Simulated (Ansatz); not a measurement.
```yaml
crystal:
  periodic: [false, false, false]
  atoms:
    - {symbol: C, position_ang: [-2.327657, -0.563451, -2.472767]}
    - {symbol: C, position_ang: [-2.018262, 0.476478, -1.402815]}
    - {symbol: N, position_ang: [-0.602175, 0.514347, -0.911522]}
    - {symbol: C, position_ang: [0.299726, 0.563107, -1.861852]}
    - {symbol: Ge, position_ang: [-0.169351, 0.864108, 0.607981]}
    - {symbol: Cl, position_ang: [-1.925966, 0.158668, 1.606587]}
    - {symbol: Cl, position_ang: [-0.489366, 2.899230, 0.949544]}
    - {symbol: N, position_ang: [1.069161, 0.449308, 1.230183]}
    - {symbol: C, position_ang: [1.885800, 1.272976, 2.570667]}
    - {symbol: C, position_ang: [1.172849, -1.160807, 1.808546]}
    - {symbol: C, position_ang: [0.768916, -2.096842, 0.886278]}
    - {symbol: H, position_ang: [-3.178184, -0.534378, -2.994965]}
    - {symbol: H, position_ang: [-2.298148, -1.882289, -1.842432]}
    - {symbol: H, position_ang: [-1.484704, -0.608561, -3.391542]}
    - {symbol: H, position_ang: [-2.473356, 0.506582, -1.117199]}
    - {symbol: H, position_ang: [-2.046636, 1.314367, -2.070582]}
    - {symbol: H, position_ang: [1.187495, 0.548765, -1.308729]}
    - {symbol: H, position_ang: [0.649033, 1.661928, -2.192418]}
    - {symbol: H, position_ang: [0.743189, -0.079734, -2.533313]}
    - {symbol: H, position_ang: [2.640706, 1.007679, 2.238879]}
    - {symbol: H, position_ang: [1.586255, 1.201089, 3.413186]}
    - {symbol: H, position_ang: [1.537618, 2.403915, 2.039635]}
    - {symbol: H, position_ang: [0.819209, -1.034519, 3.001016]}
    - {symbol: H, position_ang: [2.528962, -1.374705, 2.096971]}
    - {symbol: H, position_ang: [1.114772, -2.967439, 1.156617]}
    - {symbol: H, position_ang: [-0.301838, -1.880506, 0.413778]}
    - {symbol: H, position_ang: [1.179349, -2.019157, -0.121390]}
basis:
  gaussian: {orbitals: LANL2DZ}
total_charge: -1
magnetization: {spin_polarized: true, initial_magnetization: 1}
hamiltonian: {xc: {name: PBE-QIDH}, pseudopotentials: {relativity: scalar}}
accuracy: high
output: {forces: true}
```

```sh
$ ansatz run in.yaml --threads 11 --pin off --events-out ev --progress --plain --max-ram 174080MiB --backend cpu
```

Problem. How does Ansatz answer? (Best estimate.)

Solution. Ansatz gave: The input was rejected before any iteration.
```
Error: <dir> can't be read: No such file or directory (os error 2)
```
